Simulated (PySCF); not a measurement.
Job file and geometry (Å, from GFN2-xTB) of an NMR shielding run on `C[O][AlH][C@@H]1CC=C1Cl`, C₅H₈AlClO, PySCF 2.14.0, density-fitted response routines, GIAO PBE0/pcSseg-1 NMR shielding, non-relativistic, gas phase; density fitting, a coarse starting grid and PySCF grid level 2 are the driver's defaults:

```
$ OMP_NUM_THREADS=1 python probes_run.py task.json out

{"job": {"kind": "nmr", "xc": "PBE0", "basis": "pcSseg-1"}, "charge": 0, "multiplicity": 1}
C      3.268262    -0.992803    -0.274481
O      2.062854    -0.506319     0.231473
Al     0.689543     0.151605     0.855840
C     -0.923511     0.482504    -0.346017
C     -2.215353     1.338991    -0.173364
C     -2.711662     0.280123     0.780892
C     -1.621515    -0.453503     0.580775
Cl    -0.779990    -1.749213     1.326995
H      3.633515    -0.333580    -1.065173
H      4.015936    -1.035200     0.520513
H      3.128819    -1.996480    -0.684045
H      0.710207     0.761884     2.254480
H     -0.819345     0.088062    -1.366794
H     -2.053307     2.302851     0.303886
H     -2.801682     1.468684    -1.081286
H     -3.590371     0.201336     1.392378
```

Question: What does the program print?

Answer: 
```
coarse grid: 14728 points
cycle   1  E = -972.3250448103  dE =  1.295e+00  |g| = 8.067e-01  |ddm| = 3.783e+00
cycle   2  E = -972.0773996484  dE =  2.476e-01  |g| = 1.374e+00  |ddm| = 1.780e+00
cycle   3  E = -972.4500846671  dE = -3.727e-01  |g| = 1.170e-01  |ddm| = 1.275e+00
cycle   4  E = -972.4520312503  dE = -1.947e-03  |g| = 6.712e-02  |ddm| = 1.563e-01
cycle   5  E = -972.4531088525  dE = -1.078e-03  |g| = 1.322e-02  |ddm| = 7.740e-02
cycle   6  E = -972.4531455464  dE = -3.669e-05  |g| = 4.897e-03  |ddm| = 1.833e-02
cycle   7  E = -972.4531503502  dE = -4.804e-06  |g| = 1.708e-03  |ddm| = 5.347e-03
final grid: 133864 points
cycle   8  E = -972.5115655240  dE = -2.682e-05  |g| = 1.264e-02  |ddm| = 3.004e-02
cycle   9  E = -972.5115245285  dE =  4.100e-05  |g| = 1.902e-02  |ddm| = 2.417e-02
cycle  10  E = -972.5115972715  dE = -7.274e-05  |g| = 1.698e-03  |ddm| = 1.592e-02
cycle  11  E = -972.5115978796  dE = -6.080e-07  |g| = 4.286e-04  |ddm| = 1.855e-03
cycle  12  E = -972.5115979169  dE = -3.733e-08  |g| = 1.612e-04  |ddm| = 4.925e-04
cycle  13  E = -972.5115979228  dE = -5.880e-09  |g| = 3.960e-05  |ddm| = 1.662e-04
cycle  14  E = -972.5115979231  dE = -3.290e-10  |g| = 1.410e-05  |ddm| = 5.466e-05
converged SCF energy = -972.5115979231

GIAO shielding tensors (ppm)
atom      isotropic    diamagn.    paramagn.     s11        s22        s33       span
  0 C      131.278     237.716    -106.438    103.848    105.527    184.459     80.611
  1 O      313.237     402.169     -88.932    274.760    307.244    357.707     82.947
  2 Al     459.594     794.903    -335.309    401.096    469.392    508.294    107.199
  3 C      133.000     249.490    -116.490    112.849    135.095    151.056     38.207
  4 C      153.782     251.745     -97.963    140.793    153.042    167.511     26.718
  5 C       50.437     255.642    -205.205    -35.369     52.796    133.883    169.252
  6 C       51.880     263.130    -211.249    -37.903     78.772    114.772    152.675
  7 Cl     671.365    1148.609    -477.245    481.332    635.011    897.751    416.419
  8 H       27.425      27.418       0.006     22.812     25.152     34.310     11.498
  9 H       27.362      25.970       1.393     22.895     24.955     34.238     11.343
 10 H       27.470      27.660      -0.190     22.798     25.426     34.187     11.389
 11 H       27.813      29.539      -1.726     24.240     25.457     33.742      9.502
 12 H       28.817      31.874      -3.058     25.196     29.009     32.245      7.049
 13 H       28.895      29.872      -0.977     25.003     27.662     34.018      9.015
 14 H       29.155      29.358      -0.204     25.445     26.617     35.402      9.957
 15 H       25.651      32.687      -7.036     23.684     23.885     29.385      5.701
```

Size and cost of the density-fitted run: 190 basis functions, 59 s wall time on 1 thread of an Arm Neoverse N1, shared host; peak memory 0.84 GiB.
